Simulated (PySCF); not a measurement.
A search over the determinants of CaF

Unrestricted PBE0; basis Ca def2-SVPD, F def2-SVPD; no relativity; PySCF 2.14. Outer shells of the fragments: Ca 4s2; F 2s2 2p5.

Followed along the bond (rough minima from three points):

| 2Ms+1 | unpaired | ⟨S²⟩ at the start | R at minimum (Å) | Te (eV) |
| --- | --- | --- | --- | --- |
| 2 | σ ↑ | 0.75 | 1.96 | 0.00 |
| 4 | σ ↑, π ↑↑ | 3.75 | none in the scan | ≤ 7.44 |

Solutions found at the starting distance of 2.205 Å, counted from the lowest of them; the search is not exhaustive and high or unbound solutions are not listed, so other states can lie among these:

```csv
2Ms+1,unpaired,term,E (eV),⟨S²⟩,⟨Lz²⟩,μ (D)
2,σ ↑,²Σ⁺,0.00,0.75,0.00,-4.34
2,π ↑,²Π,1.76,0.75,1.00,-4.58
2,δ ↑,²Δ,2.33,0.75,4.00,-8.39
4,"σ ↑, π ↑↑",mixed,7.26,3.75,2.02,1.78
4,"σ ↑, π ↑↑",mixed,7.32,3.75,2.01,2.59
4,"σ ↑↑, π ↑",⁴Π,7.48,3.75,1.09,4.37
```

A term symbol is given only where ⟨S²⟩ and ⟨Lz²⟩ are close to those of a pure state; real π, δ and φ orbitals otherwise mix terms. A positive dipole means Ca(−)F(+).

Counting both spins, an empty level lies below a filled one in some of these solutions, because spin and occupation are held.
